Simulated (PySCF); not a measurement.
**Tb(54+): ionisation energy**

Tb(54+) [Ne] 3s1 [3s1/2^1, M_J = 1/2] → Tb(55+) [Ne], as a difference of total energies. Calculation: PySCF 2.14, in an uncontracted even-tempered set (18 s from 15 bohr⁻², ratio 2.4; 14 p from 20 bohr⁻², ratio 2.4; 4 d from 63 bohr⁻², ratio 2.6; 4 f from 95 bohr⁻², ratio 2.6); the two-component X2C-1e Hamiltonian. Correlated levels: 1s2 frozen; the 54 highest virtual spinors dropped. "Screened" scales the spin-orbit matrix elements by Boettger's factors to mimic the two-electron term; Breit and QED terms are absent.

```
                    method  ionisation energy (eV)
           GHF (spin-free)                  5219.7
          GMP2 (spin-free)                  5220.5
 GHF (screened spin-orbit)                  5219.4
GMP2 (screened spin-orbit)                  5220.2
```

Breit and QED terms and the two-electron picture change are absent.

For comparison: 5217 ± 5 eV (theoretical estimate listed by NIST; NIST Atomic Spectra Database, ionization energies).
